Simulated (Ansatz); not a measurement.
Calculated with Ansatz (gas phase, PBE0-D4/def2-TZVP geometries, no zero-point term in ΔE). CCSD(T)/CBS is the MP2 limit (def2-TZVPP, def2-QZVPP) plus CCSD(T) − MP2 in def2-TZVPP, frozen cores. This one scheme is used for every species. DFT in def2-TZVPP. For Br outer-core shells are correlated without core-valence functions, which leaves a few kJ/mol of doubt a bond. Scalar relativity is left out up to krypton. One conformer a species, not always the lowest.

Consider the formal exchange of groups at the Si–C bond: `BrC[SiH]1C=N1` + `C[SiH3]` → `C[SiH2][SiH]1C=N1` + `CBr`.

(1) Is it downhill or uphill in electronic energy at CCSD(T)/CBS, and by how much? (An estimate is asked.)

(2) What do these levels give: r2SCAN-D4, ωB97X-V, ωB97M-V, PBE, r2SCAN, HF/def2-TZVPP, MP2/def2-TZVPP, SCS-MP2/def2-TZVPP, CCSD(T)/def2-TZVPP, SCS-MP2/def2-QZVPP, HF/CBS(def2), MP2/CBS(def2)? (Best estimate.)

Largest T1 diagnostic among the species: 0.016.

## Answers

(1) The calculation gave: Downhill: ΔE = -9.4 kJ/mol.

(2) The calculation gave: r2SCAN-D4 -16.3, ωB97X-V -9.7, ωB97M-V -4.5, PBE -23.8, r2SCAN -16.2, HF/def2-TZVPP -0.6, MP2/def2-TZVPP -5.2, SCS-MP2/def2-TZVPP -4.5, CCSD(T)/def2-TZVPP -10.0, SCS-MP2/def2-QZVPP -4.1, HF/CBS(def2) -0.2, MP2/CBS(def2) -4.6 kJ/mol.

In def2-TZVPP, CCSD(T) changes the Hartree–Fock value by −9.4 kJ/mol (the triples alone add −2.1 kJ/mol) and MP2 by −4.6 kJ/mol. From PBE to PBE0 (25 % exact exchange), in def2-TZVPP and without D4, ΔE moves by +4.6 kJ/mol.
